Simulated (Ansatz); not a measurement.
mer-FeBr3(NH3)3 (FeBr3N3H9). Charge 0, multiplicity 2. Geometry r2SCAN-D4/def2-SVP; atoms count from 1.

```tsv
atom	x (Å)	y (Å)	z (Å)
Fe1	-0.149	0.156	-0.350
Br2	2.193	0.621	-0.858
Br3	-2.314	-0.413	0.612
Br4	-1.008	0.987	-2.422
N5	0.571	-0.623	1.401
H6	0.211	-1.565	1.572
H7	0.272	-0.070	2.207
H8	1.597	-0.638	1.372
N9	-0.324	2.009	0.376
H10	-1.087	2.097	1.053
H11	-0.567	2.589	-0.434
H12	0.543	2.385	0.769
N13	0.007	-1.653	-1.180
H14	-0.674	-2.320	-0.808
H15	0.950	-2.050	-1.141
H16	-0.220	-1.510	-2.170
```

The charge 0 doublet is spin-contaminated (final ⟨S²⟩ up to 0.87, 0.75 for a pure state). At PBE0-D4/def2-TZVP a sextet of charge 0 lies 0.67 eV below the doublet, each at its own geometry.

Problem. Estimate the Mulliken populations from the PBE0/def2-TZVP orbitals of Ansatz.

Solution. 
```json
{"atom": "Fe1", "charge (e)": "0.15", "spin (α − β)": "1.17", "d electrons": "6.58"}
{"atom": "Br2", "charge (e)": "-0.44", "spin (α − β)": "-0.03", "d electrons": "–"}
{"atom": "Br3", "charge (e)": "-0.44", "spin (α − β)": "-0.03", "d electrons": "–"}
{"atom": "Br4", "charge (e)": "-0.40", "spin (α − β)": "-0.02", "d electrons": "–"}
{"atom": "N5", "charge (e)": "-0.51", "spin (α − β)": "-0.03", "d electrons": "–"}
{"atom": "H6", "charge (e)": "0.27", "spin (α − β)": "0.00", "d electrons": "–"}
{"atom": "H7", "charge (e)": "0.27", "spin (α − β)": "0.00", "d electrons": "–"}
{"atom": "H8", "charge (e)": "0.28", "spin (α − β)": "0.00", "d electrons": "–"}
{"atom": "N9", "charge (e)": "-0.43", "spin (α − β)": "-0.03", "d electrons": "–"}
{"atom": "H10", "charge (e)": "0.28", "spin (α − β)": "0.00", "d electrons": "–"}
{"atom": "H11", "charge (e)": "0.29", "spin (α − β)": "0.00", "d electrons": "–"}
{"atom": "H12", "charge (e)": "0.27", "spin (α − β)": "0.00", "d electrons": "–"}
{"atom": "N13", "charge (e)": "-0.43", "spin (α − β)": "-0.03", "d electrons": "–"}
{"atom": "H14", "charge (e)": "0.28", "spin (α − β)": "0.00", "d electrons": "–"}
{"atom": "H15", "charge (e)": "0.27", "spin (α − β)": "0.00", "d electrons": "–"}
{"atom": "H16", "charge (e)": "0.30", "spin (α − β)": "0.00", "d electrons": "–"}
```
Mulliken values depend strongly on the basis.

Problem. Where does the spin sit?

Solution. Summed by element: Fe 1.17, Br -0.09, N -0.09, H 0.01, of 1 unpaired in all. Largest on single atoms: Fe1 1.17, Br2 -0.03, Br3 -0.03.

Problem. And the Mayer bond orders between heavy atoms (over 0.3)?

Solution. Fe1–Br2 0.84 (2.44 Å); Fe1–Br3 0.84 (2.44 Å); Fe1–Br4 0.95 (2.39 Å); Fe1–N5 0.48 (2.05 Å); Fe1–N9 0.53 (2.00 Å); Fe1–N13 0.53 (2.00 Å).
